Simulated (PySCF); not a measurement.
## Cost of excited-state runs on SMILES c1cc2c(ccc3ccc4sncc4c32)s1, C$_{13}$H$_{7}$NS$_{2}$

Bonds (- single, = double, # triple, : aromatic): C1:C2, C2:C3, C3:C4, C4:C5, C5:C6, C6:C7, C7:C8, C8:C9, C9:C10, C10:S11, S11:N12, N12:C13, C13:C14, C14:C15, C4:S16, S16:C1, C15:C3, C15:C7, C14:C10. C1 carries H17; C2 carries H18; C5 carries H19; C6 carries H20; C8 carries H21; C9 carries H22; C13 carries H23.

PySCF with density fitting, on 4 threads of an Intel Xeon Platinum 8488C, shared host. Command: `OMP_NUM_THREADS=4 python excited_run.py task.json out`

How long does this run take, and how much memory?
- circular dichroism and optical rotation, PBE0/def2-SVPD; 12 states; writes grids


| run | level | basis functions | wall time | peak memory (GiB) |
| --- | --- | --- | --- | --- |
| circular dichroism and optical rotation | PBE0/def2-SVPD | 390 | 2.9 min | 2.1 |

Times from a shared host are rough.
